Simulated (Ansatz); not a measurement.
SnI₄. Total charge 0; triplet. Geometry PBE0-D4/def2-SVP, that of the neutral singlet; atoms count from 1.

Cartesian coordinates in Å:
```
Sn 0.0000 0.0000 0.0000
I -2.0883 1.4925 -0.7637
I -0.3059 -0.7191 2.5615
I 2.2558 1.4187 -0.2656
I 0.1385 -2.1921 -1.5321
```

In the def2 sets I, Sn take a core potential; there is no spin–orbit coupling. At PBE0-D4/def2-TZVP a singlet of charge 0 lies 2.89 eV below the triplet at the same geometry.

Q: Estimate the Mulliken populations from the PBE0/def2-TZVP orbitals of Ansatz.

A: 
```csv
atom,charge (e),spin (α − β)
Sn1,0.61,0.19
I2,-0.15,0.45
I3,-0.15,0.45
I4,-0.15,0.45
I5,-0.15,0.45
```
Mulliken values depend strongly on the basis.

Q: Where does the spin sit?

A: Summed by element: Sn 0.19, I 1.81, of 2 unpaired in all. Largest on single atoms: I4 0.45, I2 0.45, I5 0.45.

Q: And the Mayer bond orders between heavy atoms (over 0.3)?

A: Sn1–I2 0.84 (2.68 Å); Sn1–I3 0.84 (2.68 Å); Sn1–I4 0.84 (2.68 Å); Sn1–I5 0.84 (2.68 Å).
